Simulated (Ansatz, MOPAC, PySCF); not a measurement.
Isomers of C2H7Ga: 1 is [CH3][GaH][CH3], 2 is C[CH2][GaH2]; one conformer of each (the lowest of an xTB search), B3LYP-D3(BJ)/def2-TZVP minima.
Isomer 1 (charge 0, multiplicity 1):
```csv
atom,x (Å),y (Å),z (Å)
C,-1.7216,-0.2141,0.2641
Ga,-0.0026,0.7010,-0.1145
C,1.7239,-0.2737,-0.1825
H,-2.4437,-0.0083,-0.5294
H,-1.6056,-1.2932,0.3625
H,-2.1512,0.1748,1.1911
H,-0.0093,2.2614,-0.3730
H,2.1357,-0.2229,-1.1941
H,1.6206,-1.3223,0.0957
H,2.4539,0.1973,0.4799
```
Isomer 2 (charge 0, multiplicity 1):
```xyz
10

C     -1.226    -0.515    -0.120
C     -0.211     0.563     0.267
Ga     1.696     0.130    -0.091
H     -1.180    -0.746    -1.186
H     -1.041    -1.450     0.415
H     -2.251    -0.208     0.104
H     -0.426     1.504    -0.252
H     -0.287     0.806     1.332
H      2.828     1.167     0.270
H      2.099    -1.251    -0.739
```

No zero-point or thermal terms.

Rows in 3-21G carry no dispersion term and start afresh at each structure; the Pople sets are all-electron and without relativity. The state that PM3 reach isn't checked.

The values were computed with Ansatz (Gaussian basis) for Hartree–Fock, density functionals and correlated methods; MOPAC for PM3 (differences of heats of formation); PySCF for 3-21G rows, the dispersion terms. Values without a source in brackets are computed.

Problem. One of these levels gives 10.59 kcal/mol for the electronic energy of isomer 2 less that of isomer 1. Name it.
(A) revPBE-D4/def2-TZVPP
(B) r2SCAN-D3(BJ)/def2-TZVPP
(C) HF/3-21G
(D) PM3

Solution. A, revPBE-D4/def2-TZVPP. The others give 4.40 (PM3), 18.81 (HF/3-21G), 11.99 (r2SCAN-D3(BJ)/def2-TZVPP)

Ansatz is a quantum-chemistry and plane-wave program.
